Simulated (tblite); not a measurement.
Here is a computed GFN2-xTB geometry (Å):
```
atom  x, y, z in Å
C1    -0.5850   -1.5251   -1.8207
C2    -0.8539   -0.3697   -1.2421
P3    -0.4325   -0.1360    0.5081
O4    -0.0136   -1.3397    1.2333
O5    -1.7866    0.5037    1.1291
C6     0.7303    1.2572    0.5380
C7     1.9442    1.0768    1.0238
H8    -0.8036   -1.7283   -2.8570
H9    -0.1296   -2.3163   -1.2467
H10   -1.3104    0.4600   -1.7605
H11   -2.0574   -0.0561    1.8589
H12    0.3871    2.2004    0.1408
H13    2.2282    0.1103    1.4086
H14    2.6822    1.8623    1.0643
```

Neutral, closed shell.

Read off the bonds between heavy atoms and their formal orders.

C1–C2 1.32 Å (double); C2–P3 1.82 Å (single); P3–O4 1.47 Å (double); P3–O5 1.62 Å (single); P3–C6 1.81 Å (single); C6–C7 1.32 Å (double). Bonds to hydrogen (Å): C1–H8 1.08; C1–H9 1.08; C2–H10 1.08; O5–H11 0.96; C6–H12 1.08; C7–H13 1.08; C7–H14 1.08. The orders are those of one drawing; other resonance forms can be drawn.

Give the structure as a SMILES string.

`C=CP(=O)(O)C=C`, C4H7O2P. Among its features: C=C double bond and P=O bond.

Name the point group.

Cs (every atom within 0.08 Å of its image).

Describe the place of each heavy atom.

C1/C7: terminal =CH2 carbon; C2/C6: alkene CH carbon; P3: phosphoryl phosphorus; O4: phosphoryl oxygen; O5: hydroxyl oxygen.

What is the arrangement about C2?

It has 3 neighbours (C1, P3, H10) and is planar (angles 123.3°, 119.2° and 117.5°, sum 360.0°, 0.00 Å off the plane of its three neighbours).

What is the arrangement about C1?

It has 3 neighbours (C2, H8, H9) and is planar (angles 123.0°, 119.7° and 117.3°, sum 360.0°, 0.00 Å off the plane of its three neighbours).
